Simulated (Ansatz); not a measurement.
Geometry optimisation, Ansatz, RKS BLYP-D4/def2-SVP.

The input (input.yaml):

```yaml
crystal:
  periodic: [false, false, false]
  atoms:
    - { symbol: Ge, position_ang: [-0.089862, 0.116814, -0.128867] }
    - { symbol: F, position_ang: [-0.246318, 0.079063, 1.582278] }
    - { symbol: H, position_ang: [1.360036, 0.121868, -0.612397] }
    - { symbol: F, position_ang: [-0.800504, 1.661121, -0.546202] }
    - { symbol: Cl, position_ang: [-1.435662, -1.365848, -0.955148] }
    - { symbol: S, position_ang: [1.399363, -2.662198, 1.277687] }
    - { symbol: H, position_ang: [0.267587, -3.193631, 0.739324] }
    - { symbol: H, position_ang: [0.657261, -1.785189, 2.050724] }
basis:
  gaussian: { orbitals: def2-SVP }
hamiltonian:
  xc: blyp
  dispersion: d4
relax:
  f_tol: 0.03
  max_steps: 50
output:
  orbitals: {}
```

Command:

```bash
$ ansatz run input.yaml --threads 4 --pin off --max-ram 5120MiB --backend cpu --events-out ev --progress --plain --runs-dir out
```

Question: Where does it end, and by what steps?

Answer: The forces met the threshold. After 7 steps the energy has fallen by 0.048 eV; H8 moved furthest, 0.21 Å.

| step | energy less start (eV) | largest force component (eV/Å) | accepted |
| --- | --- | --- | --- |
| 0 | 0.0000 | 1.142 | yes |
| 1 | -0.0280 | 0.399 | yes |
| 2 | -0.0433 | 0.242 | yes |
| 3 | -0.0460 | 0.043 | yes |
| 4 | -0.0410 | 0.206 | no |
| 5 | -0.0471 | 0.038 | yes |
| 6 | -0.0476 | 0.071 | yes |
| 7 | -0.0478 | 0.016 | yes |

```xyz
8
Properties=species:S:1:pos:R:3
Ge -0.123 0.178 -0.158
F -0.296 0.159 1.587
H 1.344 0.135 -0.605
F -0.818 1.716 -0.619
Cl -1.421 -1.348 -0.981
S 1.419 -2.698 1.244
H 0.254 -3.232 0.782
H 0.752 -1.938 2.158
```

The run took 12 s on 4 threads of Arm Neoverse V1, with other jobs on the host, peak memory 0.17 GiB.
